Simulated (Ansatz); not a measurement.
C$_{2}$H$_{4}$ClNOSi (`C[SiH](Cl)N=C=O`). The species carries charge 0 and has multiplicity 1.

| atom | x (Å) | y (Å) | z (Å) |
| --- | --- | --- | --- |
| C1 | 1.184 | -0.531 | 0.971 |
| Si2 | -0.501 | 0.040 | 0.481 |
| Cl3 | -0.812 | 1.955 | 1.158 |
| N4 | -0.637 | 0.024 | -1.221 |
| C5 | -0.970 | 0.446 | -2.289 |
| O6 | -1.271 | 0.816 | -3.350 |
| H7 | 1.948 | 0.128 | 0.555 |
| H8 | 1.359 | -1.544 | 0.602 |
| H9 | 1.284 | -0.534 | 2.059 |
| H10 | -1.583 | -0.801 | 1.034 |

**Question.** Give the diagnostics of a CCSD(T)/def2-TZVPP run (frozen core, Ansatz 0.2.0). (Best estimate.)

**Answer.** Computed: T1 = 0.0136, largest single amplitude 0.021, largest double 0.015, (T) share of the correlation energy 4.4 %, 9 CCSD cycles. The RHF solution is stable towards an unrestricted one. T1 lies under the customary mark of 0.02 for closed shells.
